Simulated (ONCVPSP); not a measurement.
What one change does to a pseudopotential (Ir (Z = 77), ONCV)

```
Element                 : iridium
Generator               : ONCVPSP 4.0.1
Type                    : optimised norm-conserving Vanderbilt (ONCV)
Functional              : LDA (Perdew-Zunger)
Relativity              : scalar-relativistic
Frozen core             : [Kr] 4d10 4f14
Valence charge          : 17
Reference configuration : 5s2 5p6 5d7 (charge +2)
Partial waves           : 5s: rc 1.50 bohr, ncon 5, nbas 9, qcut 8.8 1/bohr, 2 projectors, debl 0.8 Ha; 5p: rc 1.35 bohr, ncon 3, nbas 7, qcut 8.3 1/bohr, 2 projectors, debl 2.2 Ha; 5d: rc 2.35 bohr, ncon 3, nbas 8, qcut 6.1 1/bohr, 2 projectors, debl 3.7 Ha
Local potential         : polynomial inside 1.00 bohr (lpopt 4, dvloc0 -1 Ha)
Core correction         : none
```

In the s channel the program set the typed energies aside and used -4.266, 0.050 Ha. In the p channel the program set the typed energies aside and used -2.673, 0.250 Ha.

Change: d: qcut 5.3.

Cutoffs: the cutoffs (Ha) at which the residual kinetic energy of the hardest occupied pseudo-wave falls to 1 and 0.1 mHa per electron; they do not see the model core or the augmentation charge, which bear on the density cutoff. Errors are all-electron minus pseudo energies relative to the spin-unpolarised reference configuration.

Problem. What does the change do?

Solution. The potential gets neither clearly harder nor softer (31 Ha and 35 Ha → 31 Ha and 35 Ha); of the 4 tests that both files solve, the error grows in 2 and shrinks in 0 by more than 15 % and 0.3 meV (median size 13.6 → 21.7 meV); the range in which the d phases agree narrows (upper end at the end of the scan → 0.5); neither file shows a bound ghost.

```csv
quantity,base,changed
"cutoff, loose",31 Ha,31 Ha
"cutoff, tight",35 Ha,35 Ha
loose cutoff by channel,"s 31 Ha, p 28 Ha, d 14 Ha","s 31 Ha, p 28 Ha, d 12 Ha"
bound ghosts,none,none
GHOST(+) flags under 300 eV,s at 196.1 eV,"s at 196.1 eV, d at 273.4 eV"
"error for 5s2 5p6 5d7 6s2, meV [ΔE -28.03 eV]",+12,+12
"error for 5s2 5p6 5d7 6s1, meV [ΔE -17.85 eV]",+6.4,+5.6
"error for 5s2 5p6 5d6, meV [ΔE 30.84 eV]",+15,+32
"error for 5s2 5p6 5d5, meV [ΔE 74.72 eV]",+101,+199
s: phases at 1.52 bohr within 0.05 rad from the reference energy up to (Ha; the scan ends near 5),to the end of the scan,to the end of the scan
p: phases at 1.37 bohr within 0.05 rad from the reference energy up to (Ha; the scan ends near 5),to the end of the scan,to the end of the scan
d: phases at 2.38 bohr within 0.05 rad from the reference energy up to (Ha; the scan ends near 5),to the end of the scan,0.5
```
